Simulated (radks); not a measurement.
The numbers below are computed, except where a source is named.
Pt45+, configuration [Ar] 3d10 4s2 4p3 (the NIST ground configuration).

Code: a radial shooting solver on a logarithmic mesh with Libxc functionals. Model: Dirac Kohn-Sham, LB94 model potential, spin-unpolarised, spherical densities, finite nucleus; open shells fill j = l - 1/2 first; Fermi nuclear charge, rms radius 5.427 fm.

Energy parts (Ry):
| part | energy |
|---|---|
| kinetic | 39482.9405 |
| electron-nucleus | -79888.5869 |
| Hartree | 6827.3901 |
(The LB94 potential has no energy functional, so no total or exchange-correlation energy is given.)

Orbitals (lengths in bohr, moments of r in powers of bohr; r(max) is where P^2 peaks):
orbital  occ.  eigenvalue (Ry)   r(max)      <r^2>  <1/r>
1s1/2       2        -5939.250  0.01061  0.0004052  93.98
2s1/2       2        -1180.516  0.06134   0.006107  23.09
2p1/2       2        -1139.959  0.04520   0.004322  23.09
2p3/2       4        -1011.573  0.05249   0.005502  18.92
3s1/2       2        -397.9366   0.1716    0.03869  8.593
3p1/2       2        -379.8372   0.1600    0.03516  8.522
3p3/2       4        -350.7254   0.1744    0.04104  7.444
3d3/2       4        -320.9541   0.1354    0.03123  7.339
3d5/2       6        -314.5778   0.1394    0.03281  7.091
4s1/2       2        -190.5937   0.3638     0.1525  4.155
4p1/2       2        -182.8389   0.3583     0.1498  4.096
4p3/2       1        -173.1725   0.3812     0.1675  3.720

The highest occupied level is 4p3/2 at -2356.1 eV. The density falls to 0.001 e/bohr^3 at r = 0.93 bohr. Summed over all electrons, <r^2> = 1.450 bohr^2, which gives a Langevin (diamagnetic) susceptibility term of -1.15 x 10^-6 cm^3/mol. The electron density at the nucleus is 1.98e+06 e/bohr^3.
